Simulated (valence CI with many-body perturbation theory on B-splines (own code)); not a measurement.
## E1 transitions of Zr⁹⁺

Method: relativistic CI+MBPT: three valence electrons over a frozen Dirac-Fock core [Ar] 3d10, radial functions for each j: 11 s, 11 p, 9 d, 7 f, 5 g, 2 h, 1 i, with the one-electron correlation potential Σ1 (screened to all orders), the two-electron term Σ2, the three-electron term Σ3, Breit, model QED; selected single and double excitations, second order for the rest, scaled by the run's own slope (own B-spline code, finite nucleus).

No measured levels were compared; by estimate levels hold to about 250 cm⁻¹ or 0.2 % of their energy and the worst to 1 %, as in measured heavy ions of charge 2 to 7; those with d or f electrons hold less well.

Lines 201 to 250 of 265 in falling wavelength, among levels below 97.375 eV, chosen from the strongest by gf and those to the six lowest levels. Wavelengths and rates use the calculated energies, so an error of 800 cm⁻¹ moves a line at 264.5 Å by 0.21 % and its rate by three times that or more. Electric multipoles are in the length gauge, E1 and E2 with the static RPA response of the core. Weak lines are less certain than strong ones. Lines between different terms over intervals too small for the method are left out, as are lines whose strength nearly cancels. Where a level lies close to another of its J and parity, the split of strength between their lines is uncertain. The highest levels of a list are the least certain.

Names give the largest LS component (configuration and term), which can be under half, so a name can repeat, a term be missing and a line seem to break the LS rules; names also repeat where a configuration has a term twice. Letters in brackets count levels of one name in rising energy.

```
λ vac (Å)                 Upper           Lower   A (s⁻¹)  S (a.u.)
    264.5  4s 4p 4d 2F°_5/2 [a]   4s 4p2 4P_3/2  3.97e+08  2.18e-02
    260.8  4s 4p 4d 2F°_7/2 [a]   4s 4p2 4P_5/2  1.42e+09  9.95e-02
    256.2  4s 4p 4d 2P°_1/2 [b]   4s 4p2 2D_3/2  3.08e+08  5.11e-03
    254.4  4s 4p 4d 2D°_3/2 [b]   4s 4p2 2D_3/2  4.34e+08  1.41e-02
    253.5  4s 4p 4d 2P°_3/2 [b]   4s 4p2 2D_3/2  9.01e+08  2.90e-02
    252.4  4s 4p 4d 2D°_5/2 [b]   4s 4p2 2D_3/2  1.24e+08  5.90e-03
    250.3  4s 4p 4d 2F°_7/2 [b]   4s 4p2 4P_5/2  1.12e+09  6.94e-02
    249.5  4s 4p 4d 2P°_3/2 [a]   4s 4p2 4P_5/2  5.74e+06  1.76e-04
    249.2  4s 4p 4d 2F°_5/2 [b]   4s 4p2 4P_5/2  4.22e+07  1.93e-03
    243.8  4s 4p 4d 2P°_3/2 [a]   4s 4p2 4P_3/2  1.07e+08  3.06e-03
    243.5  4s 4p 4d 2F°_5/2 [b]   4s 4p2 4P_3/2  6.32e+07  2.70e-03
    238.5  4s 4p 4d 2P°_3/2 [a]   4s 4p2 4P_1/2  6.49e+08  1.74e-02
    238.1  4s 4p 4d 2P°_1/2 [a]   4s 4p2 4P_3/2  5.82e+07  7.75e-04
    233.0  4s 4p 4d 2P°_1/2 [a]   4s 4p2 4P_1/2  1.69e+08  2.11e-03
    233.0  4s 4p 4d 2P°_3/2 [b]   4s 4p2 4P_5/2  1.32e+07  3.31e-04
    232.1  4s 4p 4d 2D°_5/2 [b]   4s 4p2 4P_5/2  5.09e+07  1.88e-03
    228.7  4s 4p 4d 2D°_3/2 [b]   4s 4p2 4P_3/2  5.84e+07  1.38e-03
    228.0  4s 4p 4d 2P°_3/2 [b]   4s 4p2 4P_3/2  1.17e+06  2.74e-05
    227.7        4s2 5p 2P°_1/2   4s 4p2 2D_3/2  5.31e+09  6.18e-02
    227.1  4s 4p 4d 2D°_5/2 [b]   4s 4p2 4P_3/2  4.37e+07  1.51e-03
    226.0        4s2 5p 2P°_3/2   4s 4p2 2D_5/2  5.06e+09  1.15e-01
    225.4  4s 4p 4d 2P°_1/2 [b]   4s 4p2 4P_1/2  6.13e+06  6.94e-05
    224.1        4s2 4f 2F°_7/2   4s 4p2 2D_5/2  2.65e+09  1.18e-01
    224.0  4s 4p 4d 2D°_3/2 [b]   4s 4p2 4P_1/2  4.53e+06  1.01e-04
    224.0        4s2 5p 2P°_3/2   4s 4p2 2D_3/2  6.96e+08  1.54e-02
    223.3  4s 4p 4d 2P°_3/2 [b]   4s 4p2 4P_1/2  1.14e+06  2.52e-05
    221.8        4s2 4f 2F°_5/2   4s 4p2 2D_3/2  3.08e+09  9.96e-02
    207.9        4s2 5p 2P°_3/2   4s 4p2 4P_5/2  3.58e+08  6.34e-03
    206.9        4s2 5p 2P°_1/2   4s 4p2 4P_3/2  5.52e+07  4.83e-04
    206.3        4s2 4f 2F°_7/2   4s 4p2 4P_5/2  1.54e+08  5.33e-03
    206.0        4s2 4f 2F°_5/2   4s 4p2 4P_5/2  9.45e+06  2.45e-04
    203.0        4s2 5p 2P°_1/2   4s 4p2 4P_1/2  4.49e+06  3.71e-05
    202.0        4s2 4f 2F°_5/2   4s 4p2 4P_3/2  1.46e+07  3.57e-04
    200.1        4s2 5p 2P°_3/2   4s 4p2 4P_1/2  2.72e+07  4.31e-04
    199.4      4s 4p 5s 2P°_3/2   4s 4p2 2P_3/2  6.07e+09  9.51e-02
    197.2      4s 4p 5s 2P°_3/2   4s 4p2 2P_1/2  9.45e+09  1.43e-01
    195.0      4s 4p 5s 2P°_1/2   4s 4p2 2S_1/2  1.79e+10  1.31e-01
    188.9      4s 4p 5s 4P°_1/2   4s 4p2 2D_3/2  1.12e+09  7.47e-03
    187.0      4s 4p 5s 4P°_3/2   4s 4p2 2D_3/2  8.89e+08  1.15e-02
    183.0      4s 4p 5s 2P°_1/2   4s 4p2 2D_3/2  5.07e+10  3.07e-01
    182.2      4s 4p 5s 4P°_5/2   4s 4p2 2D_3/2  8.66e+07  1.55e-03
    179.4      4s 4p 5s 2P°_3/2   4s 4p2 2D_5/2  5.29e+10  6.04e-01
    179.2         4s2 5s 2S_1/2  4s2 4p 2P°_3/2  5.42e+10  3.08e-01
    178.2      4s 4p 5s 2P°_3/2   4s 4p2 2D_3/2  4.10e+09  4.59e-02
    175.6      4s 4p 5s 4P°_3/2   4s 4p2 4P_5/2  2.86e+10  3.05e-01
    174.3      4s 4p 5s 4P°_1/2   4s 4p2 4P_3/2  4.80e+10  2.51e-01
    173.0         4s2 5s 2S_1/2  4s2 4p 2P°_1/2  2.56e+10  1.31e-01
    172.7      4s 4p 5s 4P°_3/2   4s 4p2 4P_3/2  6.82e+09  6.94e-02
    171.6      4s 4p 5s 4P°_1/2   4s 4p2 4P_1/2  9.55e+09  4.77e-02
    171.3      4s 4p 5s 4P°_5/2   4s 4p2 4P_5/2  3.76e+10  5.61e-01
```
